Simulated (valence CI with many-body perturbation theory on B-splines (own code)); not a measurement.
**E1 line list for Pt LXV**

Calculated by configuration interaction combined with many-body perturbation theory (CI+MBPT): four valence electrons over a frozen Dirac-Fock core [Ne], radial functions for each j: 11 s, 11 p, 10 d, 8 f, 5 g, 2 h, with the one-electron correlation potential Σ1 (screened to all orders), the two-electron term Σ2, the three-electron term Σ3, Breit, model QED; selected single and double excitations, second order for the rest, scaled by the run's own slope (own B-spline code, finite nucleus).

No measured spectrum was set against this ion. As an estimate, large intervals hold to a few tenths of a per cent, small ones and those within an open d or f shell to about a per cent. Among the levels kept, up to 600 cm⁻¹ of a level comes from second order outside the variational space, and about a tenth of that is noise between levels of different J, which matters for small intervals.

Lines 151 to 200 of 575 in falling wavelength, among levels below 2104.2 eV, chosen from the strongest by gf and those to the six lowest levels. Wavelengths and rates use the calculated energies. Electric multipoles are in the length gauge, E1 and E2 with the static RPA response of the core. Weak lines are less certain than strong ones. Lines between different terms over intervals too small for the method are left out, as are lines whose strength nearly cancels. The highest levels of a list are the least certain.

Levels are named by their leading jj configuration (3d3/2^4 stands for four electrons in 3d with j = 3/2), which in mixed levels can hold well under half, so a name can repeat and another be missing. Letters in brackets count levels of one name in rising energy.

| λ vac (nm) | Upper | Lower | A (s⁻¹) | S (a.u.) with core polarisation | S without |
| --- | --- | --- | --- | --- | --- |
| 3.488 | (3s 3p1/2 3d3/2 3d5/2) J=2 [b] | (3s 3p1/2 3p3/2 3d3/2) J=2 [b] | 2.00e+11 | 2.09e-02 | 2.12e-02 |
| 3.486 | (3s 3p1/2 3d3/2 3d5/2) J=3 [c] | (3s 3p1/2 3p3/2 3d3/2) J=2 [c] | 2.71e+11 | 3.97e-02 | 4.01e-02 |
| 3.486 | (3s 3p1/2 3d5/2^2) J=2 [b] | (3s 3p1/2 3p3/2 3d5/2) J=1 [b] | 9.95e+10 | 1.04e-02 | 1.05e-02 |
| 3.482 | (3p1/2^2 3d5/2^2) J=4 | (3s 3p1/2 3d3/2 3d5/2) J=3 [a] | 1.26e+11 | 2.37e-02 | 2.40e-02 |
| 3.469 | (3s 3p1/2 3p3/2 3d5/2) J=4 [b] | (3s 3p1/2 3p3/2^2) J=3 | 2.44e+11 | 4.53e-02 | 4.59e-02 |
| 3.469 | (3p1/2^2 3p3/2 3d5/2) J=1 | (3p1/2^2 3p3/2^2) J=0 | 2.49e+11 | 1.54e-02 | 1.56e-02 |
| 3.468 | (3s 3p1/2 3d5/2^2) J=3 [b] | (3s 3p1/2 3p3/2 3d5/2) J=3 [c] | 1.07e+11 | 1.54e-02 | 1.56e-02 |
| 3.462 | (3p1/2^2 3d3/2 3d5/2) J=4 | (3p1/2^2 3p3/2 3d3/2) J=3 | 2.60e+11 | 4.79e-02 | 4.85e-02 |
| 3.461 | (3s 3p1/2 3d5/2^2) J=3 [a] | (3s 3p1/2 3p3/2 3d5/2) J=2 [b] | 6.00e+10 | 8.59e-03 | 8.69e-03 |
| 3.459 | (3p1/2^2 3d3/2 3d5/2) J=1 | (3p1/2^2 3p3/2 3d3/2) J=1 | 1.28e+11 | 7.87e-03 | 7.96e-03 |
| 3.453 | (3s 3p1/2 3p3/2 3d5/2) J=2 [d] | (3s 3p1/2 3p3/2^2) J=1 [b] | 4.56e+11 | 4.63e-02 | 4.69e-02 |
| 3.453 | (3p1/2^2 3p3/2 3d5/2) J=3 | (3p1/2^2 3p3/2^2) J=2 | 3.66e+11 | 5.20e-02 | 5.26e-02 |
| 3.451 | (3p1/2^2 3p3/2 3d5/2) J=2 | (3s 3p1/2 3p3/2 3d3/2) J=2 [a] | 1.24e+11 | 1.26e-02 | 1.28e-02 |
| 3.449 | (3s^2 3p3/2 3d5/2) J=1 | (3s^2 3p3/2^2) J=0 | 4.22e+11 | 2.56e-02 | 2.59e-02 |
| 3.447 | (3s 3p1/2^2 3d5/2) J=3 | (3s 3p1/2^2 3p3/2) J=2 | 2.73e+11 | 3.86e-02 | 3.91e-02 |
| 3.445 | (3s^2 3d3/2 3d5/2) J=2 | (3s^2 3p3/2 3d3/2) J=1 | 2.67e+11 | 2.69e-02 | 2.72e-02 |
| 3.444 | (3s 3p3/2^2 3d5/2) J=3 [b] | (3s 3p3/2^3) J=2 | 8.23e+10 | 1.16e-02 | 1.18e-02 |
| 3.443 | (3s 3p1/2 3d5/2^2) J=0 | (3s 3p1/2 3p3/2 3d5/2) J=1 [b] | 4.55e+11 | 9.17e-03 | 9.28e-03 |
| 3.442 | (3s^2 3d3/2 3d5/2) J=2 | (3s^2 3p3/2 3d3/2) J=2 | 1.56e+11 | 1.57e-02 | 1.59e-02 |
| 3.441 | (3s^2 3p1/2 3d5/2) J=2 | (3s^2 3p1/2 3p3/2) J=1 | 3.77e+11 | 3.79e-02 | 3.84e-02 |
| 3.441 | (3s 3p1/2 3p3/2 3d5/2) J=1 [c] | (3s 3p1/2 3p3/2^2) J=1 [a] | 3.39e+11 | 2.04e-02 | 2.07e-02 |
| 3.437 | (3p1/2^2 3d3/2 3d5/2) J=3 | (3p1/2^2 3p3/2 3d3/2) J=2 | 1.75e+11 | 2.46e-02 | 2.49e-02 |
| 3.436 | (3s 3p1/2 3d3/2 3d5/2) J=4 [a] | (3s 3p1/2 3p3/2 3d3/2) J=3 [a] | 2.78e+11 | 5.02e-02 | 5.08e-02 |
| 3.436 | (3s 3p1/2 3d3/2 3d5/2) J=4 [c] | (3s 3p1/2 3p3/2 3d3/2) J=3 [c] | 1.15e+11 | 2.07e-02 | 2.09e-02 |
| 3.424 | (3s 3p1/2 3d5/2^2) J=2 [a] | (3s 3p1/2 3p3/2 3d5/2) J=3 [a] | 1.10e+11 | 1.09e-02 | 1.11e-02 |
| 3.423 | (3s 3p1/2 3p3/2 3d5/2) J=2 [b] | (3s 3p1/2 3p3/2^2) J=3 | 1.07e+11 | 1.06e-02 | 1.07e-02 |
| 3.420 | (3s 3p1/2 3p3/2 3d5/2) J=3 [a] | (3s 3p1/2 3p3/2^2) J=2 [a] | 4.22e+11 | 5.83e-02 | 5.90e-02 |
| 3.420 | (3s 3p1/2 3p3/2 3d5/2) J=3 [d] | (3s 3p1/2 3p3/2^2) J=2 [b] | 4.93e+11 | 6.81e-02 | 6.89e-02 |
| 3.419 | (3s 3p3/2^2 3d5/2) J=2 [a] | (3s 3p3/2^3) J=2 | 5.51e+11 | 5.44e-02 | 5.51e-02 |
| 3.418 | (3s 3p1/2 3p3/2 3d5/2) J=2 [c] | (3s 3p1/2 3p3/2^2) J=1 [a] | 3.95e+11 | 3.89e-02 | 3.94e-02 |
| 3.417 | (3s 3p1/2 3d3/2 3d5/2) J=2 [c] | (3s 3p1/2 3p3/2 3d3/2) J=1 [b] | 2.49e+11 | 2.45e-02 | 2.48e-02 |
| 3.415 | (3s 3p1/2 3d5/2^2) J=3 [a] | (3s 3p1/2 3p3/2 3d5/2) J=4 [b] | 7.56e+10 | 1.04e-02 | 1.05e-02 |
| 3.412 | (3s^2 3d3/2 3d5/2) J=1 | (3s^2 3p3/2 3d3/2) J=0 | 2.13e+11 | 1.25e-02 | 1.27e-02 |
| 3.411 | (3s 3p1/2 3p3/2 3d5/2) J=2 [c] | (3s 3p1/2 3p3/2^2) J=2 [b] | 1.60e+11 | 1.57e-02 | 1.59e-02 |
| 3.411 | (3s 3p1/2 3d3/2 3d5/2) J=3 [a] | (3s 3p1/2 3p3/2 3d3/2) J=2 [a] | 3.63e+11 | 4.98e-02 | 5.04e-02 |
| 3.410 | (3s 3p1/2 3p3/2 3d5/2) J=1 [b] | (3s 3p1/2 3p3/2^2) J=0 | 2.41e+11 | 1.41e-02 | 1.43e-02 |
| 3.408 | (3s 3p1/2 3d3/2 3d5/2) J=5 | (3s 3p1/2 3p3/2 3d3/2) J=4 | 3.28e+11 | 7.06e-02 | 7.14e-02 |
| 3.408 | (3s 3p1/2 3d5/2^2) J=1 [b] | (3s 3p1/2 3p3/2 3d5/2) J=2 [c] | 2.15e+11 | 1.26e-02 | 1.27e-02 |
| 3.401 | (3s^2 3d3/2 3d5/2) J=1 | (3s^2 3p3/2 3d3/2) J=1 | 2.00e+11 | 1.17e-02 | 1.18e-02 |
| 3.399 | (3p1/2^2 3d3/2 3d5/2) J=1 | (3p1/2^2 3p3/2 3d3/2) J=0 | 1.37e+11 | 8.00e-03 | 8.09e-03 |
| 3.393 | (3p1/2^2 3d5/2^2) J=0 | (3p1/2^2 3p3/2 3d5/2) J=1 | 5.30e+11 | 1.02e-02 | 1.03e-02 |
| 3.392 | (3s^2 3d3/2 3d5/2) J=4 | (3s^2 3p3/2 3d3/2) J=3 | 4.37e+11 | 7.58e-02 | 7.67e-02 |
| 3.391 | (3s 3p1/2 3d3/2 3d5/2) J=1 [a] | (3s 3p1/2 3p3/2 3d3/2) J=1 [a] | 1.71e+11 | 9.88e-03 | 1.00e-02 |
| 3.386 | (3s 3p1/2 3d5/2^2) J=1 [b] | (3s 3p1/2 3p3/2 3d5/2) J=1 [c] | 1.50e+11 | 8.63e-03 | 8.73e-03 |
| 3.383 | (3s 3p1/2 3d3/2 3d5/2) J=4 [b] | (3s 3p1/2 3p3/2 3d3/2) J=4 | 5.48e+10 | 9.42e-03 | 9.53e-03 |
| 3.383 | (3s 3p3/2^2 3d5/2) J=2 [c] | (3s 3p3/2^3) J=1 | 8.44e+11 | 8.06e-02 | 8.16e-02 |
| 3.381 | (3s 3p1/2 3d5/2^2) J=3 [a] | (3s 3p1/2 3p3/2 3d5/2) J=3 [b] | 3.05e+11 | 4.07e-02 | 4.12e-02 |
| 3.378 | (3p1/2^2 3d5/2^2) J=4 | (3p1/2^2 3p3/2 3d5/2) J=4 | 1.20e+11 | 2.06e-02 | 2.08e-02 |
| 3.370 | (3s 3p1/2 3d3/2 3d5/2) J=2 [a] | (3s 3p1/2 3p3/2 3d3/2) J=1 [a] | 2.18e+11 | 2.06e-02 | 2.08e-02 |
| 3.365 | (3s^2 3d5/2^2) J=0 | (3s^2 3p3/2 3d5/2) J=1 | 9.76e+11 | 1.84e-02 | 1.86e-02 |
